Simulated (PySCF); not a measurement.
A structure optimised at PBE0-D3(BJ)/def2-SVP, used in a PySCF frequency run:

```xyz
13

O     -2.2571     0.4095    -0.2332
C     -2.0674    -0.8801     0.2919
C     -0.6371    -1.1077     0.7666
Si     0.6163    -0.3605    -0.4008
O      2.0546    -1.1221    -0.0821
Cl     0.8285     1.6703     0.0317
H     -1.9953     1.0566     0.4321
H     -2.3000    -1.5740    -0.5314
H     -2.7879    -1.1032     1.1032
H     -0.4634    -0.6465     1.7550
H     -0.4161    -2.1817     0.8854
H      0.2656    -0.4566    -1.8418
H      2.8313    -0.8151    -0.5589
```
Charge 0, spin multiplicity 1.

Task: Write its SMILES and formula.

Result: OCC[Si@H](O)Cl, C2H7ClO2Si

Task: What are its rotational constants (standard atomic weights)?

Result: 2.8771, 1.7199, 1.1823 GHz
